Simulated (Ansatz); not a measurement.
Reaction: CH4FGe (SMILES [CH2][GeH2][F], doublet) → CH4FGe (SMILES [F][GeH][CH3], doublet)
Each species at its own B3LYP-D3(BJ)/def2-TZVP minimum (Ansatz, a quantum-chemistry and plane-wave program).

Wanted: isomerisation energy (electronic), in kcal/mol. UHF or UKS for unpaired electrons; spin-orbit terms are left out. Correlated methods leave the cores frozen (noble-gas shells, and filled d and f shells in the p block). No relativity. CBS(X,Y): correlation extrapolated as X^-3, Hartree-Fock from the larger set. A bracket is a step between two methods taken in the basis named. Double hybrids freeze cores in their MP2 part.

CCSD(T)/CBS(cc-pVTZ,cc-pVQZ) + [CCSDT(Q) - CCSD(T)]/cc-pVDZ (Ansatz) gives -19.4 kcal/mol.

Q: What does PBE/def2-TZVPD (Ansatz) give here, and how do the other levels compare?

A: PBE gives -23.0 kcal/mol, 3.6 kcal/mol below it. Differences of the others: r2SCAN/def2-TZVPD (Ansatz) 0.5; B3LYP/def2-TZVPD (Ansatz) -1.1; B2PLYP/def2-TZVPD (Ansatz) -0.8; CCSD(T)/CBS(cc-pVTZ,cc-pVQZ) (Ansatz) 0.0 kcal/mol.
